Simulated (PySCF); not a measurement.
Species: C4H4FNSe.
Z-matrix (Å and degrees, PBE0-D3(BJ)/def2-SVP geometry), rows numbered from 1:
```
F 
C   1  1.3671
C   2  1.4960  1  110.80
C   3  1.3658  2  124.37  1     1.79
Se  4  1.8504  3  109.90  2   179.97
C   5  1.8713  4   84.65  3     0.05
N   6  1.2910  5  114.86  4    -0.14
H   2  1.1040  1  109.37  3  -121.10
H   2  1.1043  1  109.29  3   121.18
H   4  1.0880  3  126.69  2    -0.08
H   6  1.0932  5  121.38  4   179.88
```

Computed, not measured: core-valence-separated Tamm–Dancoff BHandHLYP/aug-pcX-1 (pcseg-1 on H, def2-SVPD on Se) in PySCF, non-relativistic, gas phase, PBE0-D3(BJ)/def2-SVP geometry. The energies are unshifted.

Task: List the fluorine K-edge absorption lines.

Result: 
```
E (eV)       f  core hole on                 main final orbital
685.53  0.0253            F1                             spread
686.31  0.0005            F1                        LUMO (94 %)
686.69  0.0127            F1                             spread
687.30  0.0005            F1                      LUMO+1 (55 %)
687.57  0.0020            F1  LUMO+5/LUMO+6 (2 roots, f summed)
688.00  0.0048            F1                      LUMO+2 (30 %)
```

The first line with a tenth or more of the strongest one's intensity is at 685.53 eV (f = 0.025), with the hole on F1 (alkyl fluorine). It is also the strongest listed.

Task: Give energies, oscillator strengths and core holes at the C K edge.

Result: 
| E (eV) | f | core hole on | main final orbital | polarisation |
| --- | --- | --- | --- | --- |
| 283.37 | 0.0548 | C4 | LUMO (72 %) | normal to the local trigonal plane |
| 283.54 | 0.0659 | C6 | LUMO (82 %) | normal to the local trigonal plane |
| 283.98 | 0.0613 | C3 | LUMO (45 %) | normal to the local trigonal plane |
| 284.95 | 0.0403 | C4 | LUMO+1 (56 %) | in the local trigonal plane |
| 286.00 | 0.0421 | C6 | LUMO+1 (54 %) | in the local trigonal plane |
| 286.25 | 0.0086 | C3 | LUMO (53 %) | normal to the local trigonal plane |
| 286.83 | 0.0072 | C3 | LUMO+1 (78 %) | in the local trigonal plane |
| 286.90 | 0.0171 | C4 | LUMO+2 (36 %) | in the local trigonal plane |
| 287.00 | 0.0569 | C2 | spread | – |
| 287.18 | 0.0013 | C4 | LUMO+6 (32 %) | normal to the local trigonal plane |
| 287.59 | 0.0010 | C4 | LUMO+3 (44 %) | – |
| 287.71 | 0.0011 | C2 | LUMO (81 %) | – |
| 287.76 | 0.0242 | C6 | LUMO+2 (48 %) | in the local trigonal plane |
| 287.78 | 0.0014 | C3 | LUMO+2 (49 %) | in the local trigonal plane |
| 287.94 | 0.0060 | C4 | LUMO+2 (33 %) | in the local trigonal plane |
| 288.26 | 0.0042 | C3 | LUMO+3 (53 %) | in the local trigonal plane |
| 288.30 | 0.0385 | C2 | spread (2 roots, f summed) | – |
| 288.31 | 0.0090 | C4 | spread | mixed |

The first line with a tenth or more of the strongest one's intensity is at 283.37 eV (f = 0.055), with the hole on C4 (aromatic CH carbon), polarised normal to the local trigonal plane: a 1s→π* resonance. The strongest listed is at 283.54 eV (f = 0.066; C6, 1s→π*).

Task: Give energies, oscillator strengths and core holes at the N K edge.

Result: 
| E (eV) | f | core hole on | main final orbital |
| --- | --- | --- | --- |
| 396.90 | 0.0549 | N7 | LUMO (63 %) |
| 400.49 | 0.0072 | N7 | LUMO (33 %) |
| 400.60 | 0.0089 | N7 | LUMO+1 (80 %) |
| 401.41 | 0.0015 | N7 | LUMO+2 (52 %) |
| 402.09 | 0.0023 | N7 | LUMO+3 (56 %) |
| 402.39 | 0.0030 | N7 | LUMO+8 (50 %) |
| 402.44 | 0.0004 | N7 | LUMO+5 (57 %) |

The first line with a tenth or more of the strongest one's intensity is at 396.90 eV (f = 0.055), with the hole on N7 (pyridine-type nitrogen). It is also the strongest listed.

Roots within 0.03 eV whose holes lie on the same, on equivalent or on shared atoms are summed into one line, and the highest roots are left out, as the search may have cut off their partners. Final orbitals are the ground state's empty Kohn–Sham orbitals. A dash: too weak, shared between unlike atoms, or no plane or axis to refer to.

Task: What is the summed oscillator strength of the listed F K lines, and their intensity-weighted mean energy?

Result: Σf = 0.046 over 6 lines from 685.53 to 688.00 eV; the weighted mean is 686.23 eV. The strongest line holds 55 % of the sum.

The list ends where the root search ended, not at a threshold. Relativistic effects, spin–orbit coupling among them, are left out although an element past zinc is present.

One conformer stands for the species.
